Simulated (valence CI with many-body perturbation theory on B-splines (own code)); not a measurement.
Valence orbitals of Rb XXXII

Calculated by relativistic CI+MBPT: four valence electrons over a frozen Dirac-Fock core [He], a basis of 11 s, 11 p, 9 d, 7 f, 5 g, 2 h, 1 i functions for each j, with the one-electron correlation potential Σ1, the two-electron term Σ2, the three-electron term Σ3, Breit, model QED; selected CI, second order for the rest (own B-spline code, finite nucleus).

No measured spectrum was set against this ion. As an estimate, large intervals hold to a few tenths of a per cent, small ones and those within an open d or f shell to about a per cent. Among the levels kept, up to 280 cm⁻¹ of a level comes from second order outside the variational space, and about a tenth of that is noise between levels of different J, which matters for small intervals.

These are the spectroscopic orbitals of the CI (the correlating ones are not listed), shaped by the core and the other valence electrons. h is the expectation value of the core's Dirac-Fock operator, without the valence repulsion; Σ1 is computed up to l = 3 at one energy for each symmetry, that of its lowest orbital but kept below the first core excitation, so for empty shells it is not the orbital's own correlation shift; Breit and QED include the response of the core.

```tsv
Orbital	h (hartree)	Σ1 (cm⁻¹)	Breit (cm⁻¹)	QED (cm⁻¹)	⟨r⟩ (bohr)
2s1/2	-160.12	-1252	12811	12316	0.1677
3s1/2	-70.151	-296	3530	3501	0.3897
4s1/2	-39.118	-114	1408	1419	0.7076
5s1/2	-24.902	-56.1	704	713	1.118
2p1/2	-157.37	-2908	25178	-526	0.1421
3p1/2	-69.348	-630	6775	-161	0.3679
4p1/2	-38.783	-239	2722	-66.7	0.6889
5p1/2	-24.731	-117	1364	-33.8	1.102
2p3/2	-154.62	-2580	10589	658	0.1456
3p3/2	-68.536	-559	2804	169	0.3728
4p3/2	-38.442	-212	1180	67.9	0.6954
5p3/2	-24.557	-104	591	34.0	1.110
3d3/2	-68.158	-246	222	-43.5	0.3187
4d3/2	-38.282	-104	120	-16.2	0.6441
5d3/2	-24.475	-53.2	64.6	-7.9	1.062
3d5/2	-67.91	-236	70.8	68.2	0.3204
4d5/2	-38.177	-99	38.1	30.4	0.6462
5d5/2	-24.422	-50.9	19.7	15.9	1.065
4f5/2	-38.107	-20.1	1.2	-11.9	0.5592
5f5/2	-24.389	-11.3	1.0	-6.0	0.9793
4f7/2	-38.056	-19.8	0.3	9.9	0.5603
5f7/2	-24.363	-11.1	0.3	5.2	0.9805
5g7/2	-24.352		0.0	-3.7	0.8576
5g9/2	-24.336		0.0	2.9	0.8583
```

Among the shells of the start configuration 2s2 2p2, Σ1 is largest in size for 2p1/2, where it is 0.0084 % of h.

Lowest root of each symmetry, sizes in configuration state functions:

```
J  Parity  Roots  Reference  Variational  Second order  Change by selected CI (cm⁻¹)  Change by second order (cm⁻¹)
0    even     13         38        23227         67078                        -17225                             -1
1    even     21         83        40000        191020                        -16426                            -27
2    even     23         93        39997        356210                        -17932                            -83
3    even     12         63        39994        338063                        -20210                           -161
4    even      5         31        39992        239904                        -14740                             -8
5    even      2         11        21704        111457                        -17473                            -12
0     odd      8         37        18939         51791                        -20672                             -2
1     odd     20         94        39999        227076                        -20844                            -17
2     odd     21        100        39999        338267                        -12659                            -58
3     odd     11         70        39999        342069                        -18554                            -56
4     odd      4         36        36623        212604                        -22271                            -16
```
